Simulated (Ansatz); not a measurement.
Basis sets compared for Al(NH2)3 (AlN3H6). Total charge 0; singlet. Geometry r2SCAN-D4/def2-SVP. Ansatz on 2 threads of Arm Neoverse V2 on a shared host; times are rough, and most runs start from earlier orbitals.

```xyz
10

Al   -0.0019   -0.0001   -0.0002
N    -0.4687   -0.6627    1.5831
H     0.0019   -0.4704    2.4609
H    -1.2444   -1.2942    1.7517
N    -1.1308   -0.0851   -1.3721
H    -0.8835    0.0614   -2.3449
H    -2.1224   -0.2885   -1.3069
N     1.5976    0.7485   -0.2110
H     2.3801    0.6507    0.4269
H     1.8719    1.3404   -0.9876
```

Binding counts from free atoms (Al doublet, N quartet, H doublet) in the same basis, without a counterpoise term.

```csv
level,functions,energy (Eh),HOMO (eV),LUMO (eV),binding per atom (eV),wall time
PBE-D4/def2-SVP,90,-409.8573,-4.84,-0.10,3.60,0.9 s
PBE-D4/def2-TZVP,166,-410.1560,-5.28,-0.53,3.63,1.6 s
r2SCAN-D4/def2-TZVP,166,-410.3774,-5.58,0.04,3.55,3.1 s
PBE0-D4/def2-SVP,90,-409.8969,-6.36,0.72,3.52,1.1 s
PBE0-D4/def2-TZVP,166,-410.1894,-6.72,0.27,3.55,2.1 s
```

Task: Estimate the rows for PBE-D4/def2-TZVPD, r2SCAN-D4/def2-TZVPD, PBE0-D4/def2-TZVPD.

Result: 
| level | functions | energy (Eh) | HOMO (eV) | LUMO (eV) | binding per atom (eV) | wall time |
| --- | --- | --- | --- | --- | --- | --- |
| PBE-D4/def2-TZVPD | 208 | -410.1615 | -5.45 | -1.08 | 3.64 | 2.6 s |
| r2SCAN-D4/def2-TZVPD | 208 | -410.3812 | -5.71 | -0.52 | 3.56 | 4.4 s |
| PBE0-D4/def2-TZVPD | 208 | -410.1938 | -6.85 | -0.44 | 3.56 | 3 s |
